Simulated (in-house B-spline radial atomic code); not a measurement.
Multiplet parameters of the 4d8 shell in Ag IV (Ag3+) ([Kr] 4d8). Computed with a radial B-spline atomic code at the basis-set limit: non-relativistic Hartree-Fock, average of configuration, point nucleus.

Slater integrals: F^2 = 81529 cm⁻¹, F^4 = 53665 cm⁻¹. Central-field spin-orbit parameter ζ(4d) = 2066 cm⁻¹ (bare central field on non-relativistic orbitals, without two-electron terms: too large for light atoms, too small for heavy ones).

Q: What are Racah's B and C?

A: B = F^2/49 - 5F^4/441 = 1055 cm⁻¹, C = 35F^4/441 = 4259 cm⁻¹, C/B = 4.04.

Q: Where do the terms lie in LS coupling, without spin-orbit interaction?

A: In cm⁻¹ above the Hund's-rule term:
| term | expression | energy |
| --- | --- | --- |
| 3F | 0B + 0C | 0 |
| 1D | 5B + 2C | 13795 |
| 3P | 15B + 0C | 15831 |
| 1G | 12B + 2C | 21183 |
| 1S | 22B + 7C | 53033 |

Q: Is LS coupling a fair picture here?

A: Fits to spectra need these integrals scaled down, since correlation screens the repulsion. Here ζ is 1.96 times B, so the coupling is intermediate: spin-orbit interaction mixes the terms, and LS labels name only the largest part.
